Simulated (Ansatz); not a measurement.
`O/C([SiH3])=C/[SiH3]`, relaxed with RKS PBE0-D4/def2-TZVP in Ansatz from a PBE-D4/def2-SVP geometry. The force threshold is 0.005 eV/Å; the program also tests the step.

Total charge 0; spin multiplicity 1.

Start:

```xyz
13

O    -1.988   -1.062    0.838
C    -0.853   -0.455    0.389
Si    0.169    0.296    1.821
C    -0.492   -0.390   -0.923
Si    1.042    0.428   -1.616
H    -2.467   -1.423    0.061
H     1.568   -0.253    1.776
H     0.240    1.790    1.668
H    -0.480   -0.055    3.127
H    -1.175   -0.866   -1.658
H     1.146    1.875   -1.201
H     0.977    0.363   -3.117
H     2.313   -0.248   -1.165
```

Question: By how much does the energy fall, and how many steps does the optimiser take? (Best estimate.)

Answer: Computed: 10.41 kJ/mol, in 35 steps, 3 of them rejected.

Question: Which bonds change most? (Estimate.)

Answer: The calculation gave: C2–Si3 from 1.912 to 1.884 Å; C2–C4 from 1.362 to 1.340 Å; Si5–H13 from 1.509 to 1.488 Å; Si5–H11 from 1.509 to 1.488 Å.

Question: Give the relaxed structure. (An estimate is asked.)

Answer: The calculation gave: 
```xyz
13

O    -2.106   -0.758    0.776
C    -0.890   -0.314    0.365
Si    0.116    0.351    1.813
C    -0.477   -0.352   -0.909
Si    1.157    0.224   -1.579
H    -2.599   -1.092    0.016
H     1.427    0.817    1.297
H    -0.611    1.480    2.446
H     0.319   -0.726    2.814
H    -1.173   -0.768   -1.644
H     1.385    1.677   -1.358
H     1.144   -0.027   -3.045
H     2.308   -0.513   -0.992
```
